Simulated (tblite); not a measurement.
Run record: tight-binding relaxation, `CC[C@@H](C)P(C)C1CC1`.

Computed with GFN2-xTB geometry optimisation, gas phase (tblite 0.8.0). Start geometry: from a force field or distance geometry. A driver script takes a list of jobs; this job's settings line and coordinates (Å) are shown.

Command:
```bash
OMP_NUM_THREADS=1 python probes_run.py task.json out
```

Input:
```
{"job": {"kind": "relax", "xc": "GFN2-xTB", "basis": "xTB"}, "charge": 0, "multiplicity": 1}
C     -2.803000    -1.127000    -0.595500
C     -1.393200    -1.092800    -0.061000
C     -0.944200     0.284600     0.473800
C     -1.822600     0.748300     1.641000
P      0.853100     0.240900     0.997400
C      1.184800     2.038600     1.191100
C      1.669700    -0.008900    -0.642100
C      2.183000    -1.387000    -0.945800
C      3.151600    -0.294400    -0.625000
H     -3.020000    -2.095200    -1.055400
H     -2.960900    -0.349900    -1.354100
H     -3.553300    -0.984100     0.201400
H     -0.730800    -1.416500    -0.853700
H     -1.291900    -1.853000     0.737600
H     -1.054800     1.029900    -0.337400
H     -1.510900     1.716400     2.049900
H     -1.781000     0.027300     2.481100
H     -2.870000     0.844800     1.349900
H      0.822600     2.621400     0.347000
H      0.721000     2.424900     2.107300
H      2.263000     2.219800     1.289600
H      1.285100     0.584500    -1.460500
H      2.124600    -1.723100    -1.965500
H      2.045500    -2.192600    -0.222700
H      3.677100    -0.344600     0.321900
H      3.734600     0.110400    -1.430300
```

Output:
```
step      E/eV     max force
  0    -769.74974    0.931
  1    -769.79370    0.258
  2    -769.80177    0.188
  3    -769.80969    0.181
  4    -769.81460    0.195
  5    -769.81873    0.149
  6    -769.82092    0.118
  7    -769.82269    0.106
  8    -769.82461    0.120
  9    -769.82653    0.110
... (60 lines left out)
 70    -769.83697    0.014
 71    -769.83700    0.014
 72    -769.83703    0.013
 73    -769.83707    0.013
 74    -769.83711    0.015
 75    -769.83715    0.017
 76    -769.83720    0.019
 77    -769.83725    0.016
 78    -769.83729    0.012
 79    -769.83732    0.010
```

«max force» is the largest atomic force in eV/Å.

**Question.** From which step on does the largest force stay under 0.1 eV/Å, and how much energy is left to gain from there?

**Answer.** From step 10 (0.086 eV/Å), 9.4 meV above the end.

Main results: energy lowered by 2.0 kcal/mol over 79 steps; largest atomic force 0.010 eV/Å at the end.

**Question.** Where do the atoms end?

**Answer.** 0.084 Å rms from the input after alignment:
```
atom  x, y, z in Å
C1    -2.7444   -1.1242   -0.6414
C2    -1.3611   -1.1031    0.0000
C3    -0.9478    0.2819    0.5025
C4    -1.8230    0.7551    1.6584
P5     0.8478    0.2114    1.0581
C6     1.1801    2.0306    1.1881
C7     1.6202   -0.0202   -0.5964
C8     2.1357   -1.3790   -0.9725
C9     3.0978   -0.2884   -0.6389
H10   -2.9389   -2.1010   -1.0789
H11   -2.8097   -0.3769   -1.4302
H12   -3.5228   -0.9221    0.0897
H13   -0.6302   -1.4416   -0.7383
H14   -1.3337   -1.8065    0.8357
H15   -1.0188    1.0005   -0.3260
H16   -1.4808    1.7168    2.0347
H17   -1.7890    0.0361    2.4749
H18   -2.8574    0.8695    1.3418
H19    0.7327    2.5747    0.3567
H20    0.7896    2.4119    2.1292
H21    2.2587    2.1782    1.1796
H22    1.2052    0.5958   -1.3902
H23    2.0497   -1.6962   -2.0019
H24    2.0137   -2.1799   -0.2575
H25    3.6290   -0.3537    0.3000
H26    3.6764    0.1530   -1.4373
```
Labels such as C1 count atoms from 1, the log's own numbers from 0.
